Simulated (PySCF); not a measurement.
## The third ionisation energy along the lanthanides

All values are computed (PySCF 2.14, energy differences of UHF-based or UKS calculations, no spin-orbit coupling). Values in eV. The last column holds reference values (NIST; (s) semi-empirical, (t) theoretical, else measured). Unmarked ones compare directly (S terms, centres of terms, or small fine structure); those marked * lie between the lowest fine-structure levels and include a spin-orbit shift.

```tsv
element	configurations	UHF	PBE	MP2 (valence)	SCS-MP2 (valence)	MP2 (valence and next inner shell)	SCS-MP2 (valence and next inner shell)	reference
La (ANO-RCC-VTZP, spin-free X2C)	[Xe] 5d1 → [Xe]	18.226	19.322	18.837	18.787	18.831	18.783	19.177 *
Ce (ANO-RCC-VTZP, spin-free X2C)	[Xe] 4f2 → [Xe] 4f1	18.021	21.352	19.162	18.941	19.103	18.902	20.197 (s) *
Pr (ANO-RCC-VTZP, spin-free X2C)	[Xe] 4f3 → [Xe] 4f2	19.482	22.653	20.861	20.497	20.948	20.598	21.624 *
Nd (ANO-RCC-VTZP, spin-free X2C)	[Xe] 4f4 → [Xe] 4f3	19.928	23.295	21.679	21.115	21.947	21.379	22.09 ± 0.04 (s) *
Pm (ANO-RCC-VTZP, spin-free X2C)	[Xe] 4f5 → [Xe] 4f4	20.231	23.830	22.325	21.546	22.715	21.923	22.44 ± 0.08 (s) *
Sm (ANO-RCC-VTZP, spin-free X2C)	[Xe] 4f6 → [Xe] 4f5	21.368	24.791	23.727	22.778	24.060	23.124	23.55 ± 0.08 (s) *
Eu (ANO-RCC-VTZP, spin-free X2C)	[Xe] 4f7 → [Xe] 4f6	22.727	26.183	25.277	24.165	25.620	24.554	24.84 ± 0.03 (s) *
Gd (ANO-RCC-VTZP, spin-free X2C)	[Xe] 4f7 5d1 → [Xe] 4f7	19.513	20.508	20.235	20.030	20.236	20.048	20.54 ± 0.03 (s) *
Tb (ANO-RCC-VTZP, spin-free X2C)	[Xe] 4f9 → [Xe] 4f8	17.419	23.293	21.539	21.334	22.002	21.591	21.82 ± 0.03 (s) *
Dy (ANO-RCC-VTZP, spin-free X2C)	[Xe] 4f10 → [Xe] 4f9	18.559	24.248	23.076	22.756	23.529	23.023	22.89 ± 0.03 (s) *
Ho (ANO-RCC-VTZP, spin-free X2C)	[Xe] 4f11 → [Xe] 4f10	18.549	24.433	23.645	23.154	24.193	23.512	22.79 ± 0.03 (s) *
Er (ANO-RCC-VTZP, spin-free X2C)	[Xe] 4f12 → [Xe] 4f11	18.469	24.610	24.167	23.493	24.816	23.935	22.7 ± 0.03 (s) *
Tm (ANO-RCC-VTZP, spin-free X2C)	[Xe] 4f13 → [Xe] 4f12	19.547	25.445	25.667	24.839	26.291	25.287	23.66 ± 0.03 (s) *
Yb (ANO-RCC-VTZP, spin-free X2C)	[Xe] 4f14 → [Xe] 4f13	20.980	26.777	27.377	26.443	28.133	27.046	25.053 ± 0.025 (s) *
Lu (ANO-RCC-VTZP, spin-free X2C)	[Xe] 4f14 6s1 → [Xe] 4f14	19.937	21.247	20.901	20.723	20.941	20.756	20.959
```

For Ce, Pr, Nd, Pm, Sm, Tb, Dy, Ho, Er, Tm a determinant mixes LS terms or the coupling is close to jj, so these rows are model values.

"Valence" correlates the outer s and p shells and, in groups 3 to 12 and the f block, the outer d or f shell, open or full, or the next shell where the ion has no valence electron left; the wider scheme adds the next inner shell.
